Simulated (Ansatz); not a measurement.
Ansatz (a quantum-chemistry and plane-wave program) input (B3LYP/LANL2DZ): The .json file is the Basis Set Exchange's LANL2DZ.

Ansatz 0.2 input:
```yaml
crystal:
  periodic: [false, false, false]
  atoms:
    - {symbol: C, position_ang: [0.52341100, 1.59622000, 1.50921600]}
    - {symbol: Si, position_ang: [0.30668700, -0.10274400, 0.76678100]}
    - {symbol: C, position_ang: [-0.93038900, -1.11887000, 1.72688100]}
    - {symbol: C, position_ang: [1.93972300, -0.99084100, 0.59608700]}
    - {symbol: Br, position_ang: [-0.52806700, 0.17691000, -1.32027800]}
    - {symbol: H, position_ang: [-0.42952200, 2.12478200, 1.56197100]}
    - {symbol: H, position_ang: [0.92624900, 1.51648000, 2.52264600]}
    - {symbol: H, position_ang: [1.21259000, 2.19803300, 0.91499600]}
    - {symbol: H, position_ang: [-1.89498500, -0.61208900, 1.78138200]}
    - {symbol: H, position_ang: [-1.08465300, -2.09225600, 1.25894300]}
    - {symbol: H, position_ang: [-0.57286300, -1.28323400, 2.74709500]}
    - {symbol: H, position_ang: [2.38670500, -1.15121400, 1.58105700]}
    - {symbol: H, position_ang: [1.80848300, -1.96319900, 0.11907700]}
    - {symbol: H, position_ang: [2.64026400, -0.40978200, -0.00545800]}
basis:
  gaussian:
    orbitals: LANL2DZ.json
hamiltonian:
  xc: {name: B3LYP}
relax: {f_tol: 0.003, max_steps: 120}
```

From the output:

```
these checks for a lower state are left out or cut short: starts, cluster_reference, orbital_swaps, neighbouring_geometries, increment
integrals: 0.02 GiB planned
872 factors; integrals over basis functions are off by at most 3.0e-4 eV
mean field: 0.21 GiB planned
mean field -3723.86432188 eV, -136.8494897031 hartree, gradient 3.6e-5 eV, S^2 0.000000; 0 other end points of the search recorded, 0 dependent functions left out
the calculation of the forces begins
reference -3723.86458002 eV, -136.8494991895 hartree; 19, 19 occupied and 42, 42 virtual orbitals, 872 factors
relax step   6: F+E_penalty+E_count = -3723.86432188 eV  Δ(F+E_penalty+E_count) = -7.078e-6 eV  max|allowed force component| = 9.080e-4 eV/Å  Δτ_max = 0.0013 Å  (17 SCF iters, accepted)
integrals: 0.02 GiB planned
872 factors; integrals over basis functions are off by at most 3.0e-4 eV
mean field: 0.21 GiB planned
mean field -3723.86432188 eV, -136.8494897031 hartree, gradient 3.6e-5 eV, S^2 0.000000; 1 other end points of the search recorded, 0 dependent functions left out
the calculation of the forces begins
reference -3723.86458002 eV, -136.8494991895 hartree; 19, 19 occupied and 42, 42 virtual orbitals, 872 factors
Total energy: -3723.86458002 eV, -136.8494991895 hartree
Atom 0 at     0.527360     1.626066     1.522618 Å, force     0.000303    -0.000546     0.000706 eV/Å
Atom 1 at     0.323029    -0.108216     0.807640 Å, force     0.000075    -0.000017     0.000188 eV/Å
Atom 2 at    -0.952088    -1.136788     1.744019 Å, force     0.000654     0.000130     0.000626 eV/Å
Atom 3 at     1.968577    -1.006504     0.593308 Å, force    -0.000060     0.000098     0.000908 eV/Å
Atom 4 at    -0.559694     0.187517    -1.399352 Å, force    -0.000184     0.000065    -0.000459 eV/Å
Atom 5 at    -0.433748     2.152073     1.561934 Å, force    -0.000124     0.000103    -0.000201 eV/Å
Atom 6 at     0.931861     1.577581     2.543808 Å, force    -0.000084     0.000191    -0.000192 eV/Å
Atom 7 at     1.213538     2.225554     0.912921 Å, force    -0.000055     0.000106    -0.000228 eV/Å
Atom 8 at    -1.920058    -0.623578     1.784033 Å, force    -0.000167     0.000018    -0.000198 eV/Å
Atom 9 at    -1.106897    -2.108416     1.260358 Å, force    -0.000128    -0.000045    -0.000210 eV/Å
Atom 10 at    -0.619217    -1.318460     2.776000 Å, force    -0.000222    -0.000049    -0.000166 eV/Å
Atom 11 at     2.442861    -1.181867     1.569574 Å, force     0.000052    -0.000037    -0.000274 eV/Å
Atom 12 at     1.826892    -1.977546     0.104475 Å, force    -0.000047    -0.000042    -0.000242 eV/Å
Atom 13 at     2.661216    -0.419218    -0.020940 Å, force    -0.000015     0.000025    -0.000257 eV/Å
Dipole moment:     0.274618    -0.091990     0.686603 e Å
```

The geometry given is a B3LYP-D3(BJ)/def2-TZVP minimum.
